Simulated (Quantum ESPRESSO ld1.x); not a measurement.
The numbers below are computed, except where a source is named.
Problem. As IV, 30 electrons, occupied as [Ar] 3d9.5 4s2 4f0.5 (fractional occupations, a model configuration). Level of theory: scalar-relativistic Kohn-Sham, LDA (Slater exchange, Perdew-Wang correlation), spin-polarised, spherical densities, point nucleus; open shells are filled with parallel spins first (ld1.x of Quantum ESPRESSO 7.5). Some entries of the table are withheld. Estimate them.

orbital,occ.,eigenvalue (eV),<r> (bohr)
1s up,1,-11745.115,0.04556
1s down,1,-11745.106,0.04556
2s up,1,-1530.823,0.2031
2s down,1,-1530.358,0.2031
2p up,3,-1349.443,0.1774
2p down,3,-1349.086,0.1773
3s up,1,-234.383,0.5966
3s down,1,-233.681,0.5969
3p up,3,-178.152,0.6132
3p down,3,-177.463,0.6137
3d up,5,-85.203,0.6571
3d down,4.5,-84.516,0.6587
4s up,1,(1),(2)
4s down,1,(3),(4)
4f up,0.5,-11.151,4.389
4f down,0,-10.640,4.439

Solution. 
(1) 4s up eigenvalue (eV): -49.416
(2) 4s up <r> (bohr): 1.684
(3) 4s down eigenvalue (eV): -49.182
(4) 4s down <r> (bohr): 1.683
